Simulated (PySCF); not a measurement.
[Lu(OH)2]+ relaxed at several levels

Computed with PySCF 2.14.0, PBE0, def2-SVP on the ligands, density fitting, scalar-relativistic core potentials, no spin-orbit coupling, vacuum. Each row is relaxed at its own level from the same template. Distances are means of the shortest metal–ligand contacts, charges and spins Mulliken's; removal energies are rigid, with the ligand's formal charge and no counterpoise, so too large; for an anion taken off a cation in vacuum most of it is the attraction of opposite charges, and multiply charged cations can part far more cheaply with an electron moved from ligand to metal. lcecp potentials hold a fixed number of 4f electrons in the core, out of states, spins and gaps.

```tsv
level	basis on the metal	point group	M–OH (Å)	charge on M (e)	HOMO–LUMO gap (eV)	removal of one OH (eV)	strongest infrared band, degenerate modes summed (cm⁻¹)	unstable modes (below −25 cm⁻¹)
PBE0	def2-SVP with ECP28	C2v	1.890	1.51	6.30	18.35	3945	0
```

Q: What does the calculation give for PBE0, lcecp-1-SVP with ECP60?

A: point group: C2v, M–OH (Å): 1.914, charge on M (e): 1.35, removal of one OH (eV): 18.20, unstable modes (below −25 cm⁻¹): 0.
```xyz
5

Lu    0.0000    0.0000   -0.5078
O     1.6288   -0.0354    0.4960
H     2.3026   -0.0495    1.1814
O    -1.6288    0.0354    0.4960
H    -2.3026    0.0495    1.1814
```

One start shape was tried for each, so a minimum needn't be the lowest isomer.
